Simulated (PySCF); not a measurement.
Compound: C10H9BO2.
SMILES with atom numbers: `[CH:1]#[C:2][c:3]1[cH:4][c:5]([CH3:6])[cH:7][c:8]2[c:9]1[CH2:10][O:11][B:12]2[OH:13]` (hydrogens: H14 on C1; H15 on C4; H16, H17, H18 on C6; H19 on C7; H20, H21 on C10; H22 on O13)

Cartesian coordinates in Å at the PBE0-D3(BJ)/def2-SVP level; atoms count from 1:
```
atom  x, y, z in Å
C1    -0.105    3.862    0.495
C2     0.076    2.679    0.292
C3     0.257    1.281    0.062
C4     1.504    0.757   -0.311
C5     1.698   -0.612   -0.543
C6     3.058   -1.133   -0.909
C7     0.608   -1.479   -0.401
C8    -0.642   -0.983   -0.029
C9    -0.813    0.385    0.198
C10   -2.236    0.680    0.572
O11   -2.911   -0.563    0.573
B12   -2.057   -1.584    0.230
O13   -2.459   -2.872    0.158
H14   -0.259    4.910    0.675
H15    2.346    1.446   -0.423
H16    2.988   -2.040   -1.526
H17    3.643   -0.385   -1.465
H18    3.635   -1.394   -0.006
H19    0.741   -2.549   -0.584
H20   -2.315    1.149    1.568
H21   -2.716    1.366   -0.147
H22   -3.395   -2.967    0.367
```

Computed with PBE0-D3(BJ)/def2-SVP geometry optimisation, gas phase (PySCF).

Take the most abundant isotopes and a rigid rotor. The values belong to one conformer with, in the numbering `[CH:1]#[C:2][c:3]1[cH:4][c:5]([CH3:6])[cH:7][c:8]2[c:9]1[CH2:10][O:11][B:12]2[OH:13]`, O11–B12–O13–H 0°.

(1) Give the principal moments of inertia and the rotational constants in GHz.

(2) Classify the top.

(3) What does the inertial defect say?

(4) Give the other two planar moments, Paa and Pbb, and the rms extents of the mass along the axes.

(5) Where do the levels up to J = 3 lie, in K?

(6) Which lines would a microwave search look for?

Results:

(1) Ia = 508.56, Ib = 680.56, Ic = 1182.76 u·Å²; 505379 MHz·u·Å²/I gives 993.7, 742.6 and 427.3 MHz, that is A = 0.9937, B = 0.7426, C = 0.4273 GHz.

(2) An asymmetric top; Ray's κ = 0.113.

(3) Not planar: Δ = Ic − Ia − Ib = -6.36 u·Å². For a rigid frame Δ = −2 Σ m c², so Σ m c² = 3.18 u·Å² lies off the ab plane: 3.17 from hydrogen and 0.01 from heavier atoms. The atom farthest from that plane is 1.05 Å away.

(4) Paa = Σ m a² = (Ib + Ic − Ia)/2 = 677.38 and Pbb = Σ m b² = (Ia + Ic − Ib)/2 = 505.38 u·Å². With the mass M = 172.07 u, the rms extents √(P/M) along a, b and c are 1.98, 1.71, 0.14 Å.

(5) Above 0(0,0), as E/k:
J = 1: 1(0,1) 0.056, 1(1,1) 0.068, 1(1,0) 0.083
J = 2: 2(0,2) 0.160, 2(1,2) 0.165, 2(1,1) 0.211, 2(2,1) 0.247, 2(2,0) 0.255
J = 3: 3(0,3) 0.306, 3(1,3) 0.307, 3(1,2) 0.395, 3(2,2) 0.415, 3(2,1) 0.447, 3(3,1) 0.518, 3(3,0) 0.521
Those of J = 1 are B + C, A + C and A + B.

(6) The dipole components are |μa| = 0.53 D, |μb| = 0.20 D, |μc| = 0.05 D. The squared components, which scale the intensities, stand as 1.00 : 0.15 : 0.01 (a : b : c). Some of the stronger lines:

| type | branch | J(Ka,Kc) | MHz | lower level (cm⁻¹) |
| --- | --- | --- | --- | --- |
| a | Q | 3(2,1) ← 3(2,2) | 652 | 0.289 |
| a | Q | 2(1,1) ← 2(1,2) | 946 | 0.115 |
| a | Q | 5(3,2) ← 5(3,3) | 1012 | 0.725 |
| b | Q | 3(2,1) ← 3(1,2) | 1083 | 0.274 |
| a | R | 1(0,1) ← 0(0,0) | 1170 | 0.000 |
| a | Q | 4(2,2) ← 4(2,3) | 1458 | 0.440 |
| b | Q | 4(2,2) ← 4(1,3) | 1634 | 0.434 |
| a | R | 2(1,2) ← 1(1,1) | 2024 | 0.047 |
| b | Q | 3(2,2) ← 3(1,3) | 2259 | 0.213 |
| a | R | 2(1,1) ← 1(1,0) | 2655 | 0.058 |
| b | R | 3(1,3) ← 2(0,2) | 3051 | 0.112 |
| a | R | 3(2,2) ← 2(2,1) | 3510 | 0.172 |
| a | R | 4(0,4) ← 3(0,3) | 3853 | 0.212 |
| b | R | 4(2,2) ← 3(3,1) | 3869 | 0.360 |
| b | R | 2(2,0) ← 1(1,1) | 3889 | 0.047 |
| b | R | 5(0,5) ← 4(1,4) | 4692 | 0.341 |
| b | R | 4(2,3) ← 3(1,2) | 4973 | 0.274 |
| b | R | 5(2,3) ← 4(3,2) | 5477 | 0.523 |
| a | R | 5(1,4) ← 4(1,3) | 5613 | 0.434 |
| b | R | 5(3,2) ← 4(2,3) | 9539 | 0.440 |

PBE0-D3(BJ)/def2-SVP frequencies: not computed here. Constants of a rigid frame at the computed geometry: no zero-point averaging, no centrifugal distortion. A rigid rotor knows nothing of internal rotation, which can split or shift real lines. Quadrupole hyperfine structure (11B) is left out.
